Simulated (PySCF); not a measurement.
# Ionisation energy of Cr⁺ by level of theory

Cr⁺ [Ar] 3d5 (6S) → Cr²⁺ [Ar] 3d4 (5D), as a difference of total energies. Computed with PySCF 2.14 in aug-cc-pVDZ, with no relativity, point nucleus. Correlated levels: valence: [Ar] frozen. The calculations carry no spin-orbit coupling.

Question: Order these methods by the ionisation energy they give, lowest first.
A. SCS-MP2 (valence)
B. wB97X
C. CAM-B3LYP
D. PBE

Answer: A (15.494 eV), B (16.473 eV), C (16.851 eV), D (17.220 eV).

A first-order spin-orbit estimate (lowest level to lowest level, LS coupling) adds -0.048 eV.

These non-relativistic numbers lack the scalar-relativistic shift.

Errors of the correlated levels include the incompleteness of this basis and the frozen core.

For comparison: 16.486 eV (measured; NIST Atomic Spectra Database, ionization energies).
